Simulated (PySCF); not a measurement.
**How methods differ on the ionisation energy of Ca¹⁰⁺**

Ca¹⁰⁺ [Ne] → Ca¹¹⁺ [He] 2s2 2p5 [2p1/2^2 2p3/2^3, M_J = 3/2], as a difference of total energies. Calculation: PySCF 2.14, in an uncontracted even-tempered set (18 s from 1.4 bohr⁻², ratio 2.4; 12 p from 1.9 bohr⁻², ratio 2.4; 5 d from 11 bohr⁻², ratio 2.6; 5 f from 17 bohr⁻², ratio 2.6); the two-component X2C-1e Hamiltonian. Correlated levels: nothing frozen; the 34 highest virtual spinors dropped. "Screened" scales the spin-orbit matrix elements by Boettger's factors to mimic the two-electron term; Breit and QED terms are absent.

| method | ionisation energy (eV) |
| --- | --- |
| GHF (spin-free) | 591.21 |
| GMP2 (spin-free) | 592.66 |
| GHF (screened spin-orbit) | 589.93 |
| GMP2 (screened spin-orbit) | 591.37 |

Problem. How much does correlation contribute at GMP2 (screened spin-orbit)?

Solution. 591.37 − (589.93) = 1.44 eV, measured against GHF (screened spin-orbit).

For comparison: 591.6 ± 0.12 eV (semi-empirical (NIST evaluation); NIST Atomic Spectra Database, ionization energies).
